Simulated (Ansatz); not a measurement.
Coupled-cluster run, `O=C=N[SiH2]O`.

```yaml
crystal:
  periodic: [false, false, false]
  atoms:
    - {symbol: O, position_ang: [1.115858, -2.983687, 0.461129]}
    - {symbol: C, position_ang: [0.870075, -1.863154, 0.264818]}
    - {symbol: N, position_ang: [0.648129, -0.713358, 0.029538]}
    - {symbol: Si, position_ang: [-0.035002, 0.851927, 0.135459]}
    - {symbol: O, position_ang: [-1.552394, 0.889939, -0.470720]}
    - {symbol: H, position_ang: [-0.155193, 1.233687, 1.555763]}
    - {symbol: H, position_ang: [0.875189, 1.744341, -0.616967]}
    - {symbol: H, position_ang: [-1.674563, 0.783206, -1.414921]}
basis:
  gaussian: {orbitals: def2-TZVPP}
correlation: {method: ccsd_t}
output: {orbitals: {seedname: orbitals}}
```

```sh
$ ansatz run in.yaml --threads 2 --pin off --events-out ev --progress --plain --max-ram 4352MiB
```

Log, shortened:

```
Functional definition: HF
1277 factors; integrals over basis functions are off by at most 1.0e-3 eV
mean field evaluation 1: about -14497.5245 eV, gradient 4.9e1 eV
mean field evaluation 2: about -14497.8289 eV, gradient 4.9e1 eV
mean field evaluation 4: about -14502.1704 eV, gradient 3.7e0 eV
mean field evaluation 8: about -14502.2272 eV, gradient 3.9e-1 eV
mean field -14502.22758943 eV, -532.9470339488 hartree, gradient 1.9e-6 eV, S^2 0.000000; 0 other end points of the search recorded, 0 dependent functions left out
9 core orbitals not correlated: weight in the atoms' cores, before any rotation towards them, 1.000 or more for the frozen orbitals, at most 0.000 for the correlated occupied ones
reference -14502.22758943 eV, -532.9470339488 hartree; 14, 14 occupied and 185, 185 virtual orbitals, 1277 factors
second order -25.12450436 eV of doubles, -0.00000000 eV of singles
cycle   1  -24.57726107 eV  change    5.5e-1 eV  update   1.3e-1
cycle   2  -25.26393932 eV  change   -6.9e-1 eV  update   4.3e-2
cycle   3  -25.43523540 eV  change   -1.7e-1 eV  update   1.9e-2
cycle   4  -25.41735616 eV  change    1.8e-2 eV  update   4.3e-3
cycle   5  -25.41363468 eV  change    3.7e-3 eV  update   1.7e-3
cycle   6  -25.41467025 eV  change   -1.0e-3 eV  update   5.5e-4
cycle   7  -25.41449799 eV  change    1.7e-4 eV  update   1.6e-4
cycle   8  -25.41438459 eV  change    1.1e-4 eV  update   4.9e-5
cycle   9  -25.41439547 eV  change   -1.1e-5 eV  update   2.2e-5
perturbative correction -1.11317360 eV, -0.0409083753 hartree
Total energy: -14528.75515850 eV, -533.9219041310 hartree
```

It took 74 s on 2 threads of an Intel Xeon Platinum 8259CL on a shared host, with 2.9 GiB of host memory at the peak.

The correlation energy is -26.528 eV, 4.2 % of it from (T); the T1 diagnostic reads 0.0150.
